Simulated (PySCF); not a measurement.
**Dipole response of S⁵⁺ (sulfur, charge +5)**

[Ne] 3s1, 2S determinant. All numbers are calculated (PySCF 2.14, the spin-free X2C one-electron Hamiltonian (Gaussian nucleus), in an uncontracted even-tempered set (20 s from 0.13 bohr⁻², ratio 2.5; 12 p from 0.17 bohr⁻², ratio 2.5; 5 d from 0.94 bohr⁻², ratio 2.7; 5 f from 1.4 bohr⁻², ratio 2.7)). Coupled (time-dependent) response in atomic units; α is the mean over directions.

```json
{"method": "UHF", "mean α (bohr³)": "2.981", "C₆ (like pair)": "3.426", "S(−4)": "12.58"}
{"method": "PBE0", "mean α (bohr³)": "2.774", "C₆ (like pair)": "3.069", "S(−4)": "11.06"}
```

S(−4) is the Cauchy moment in α(ω) = α(0) + S(−4) ω² + …

α(iu) at PBE0:

```json
{"u (hartree)": "0", "α(iu) (bohr³)": "2.774"}
{"u (hartree)": "0.0500", "α(iu) (bohr³)": "2.746"}
{"u (hartree)": "0.100", "α(iu) (bohr³)": "2.667"}
{"u (hartree)": "0.200", "α(iu) (bohr³)": "2.394"}
{"u (hartree)": "0.300", "α(iu) (bohr³)": "2.049"}
{"u (hartree)": "0.400", "α(iu) (bohr³)": "1.711"}
{"u (hartree)": "0.500", "α(iu) (bohr³)": "1.417"}
{"u (hartree)": "0.750", "α(iu) (bohr³)": "0.9081"}
{"u (hartree)": "1.00", "α(iu) (bohr³)": "0.6245"}
{"u (hartree)": "1.50", "α(iu) (bohr³)": "0.3589"}
{"u (hartree)": "2.50", "α(iu) (bohr³)": "0.1873"}
```

A single London oscillator, α(iu) = α/(1 + u²/ω²), gives C₆ = (3/4) ω α². Matching the computed C₆ needs ω = 4 × 3.069 / (3 × 2.774²) = 0.532 hartree.

For an ion, C₆ is the dispersion term alone; charge-induced terms of lower order in 1/R come first.
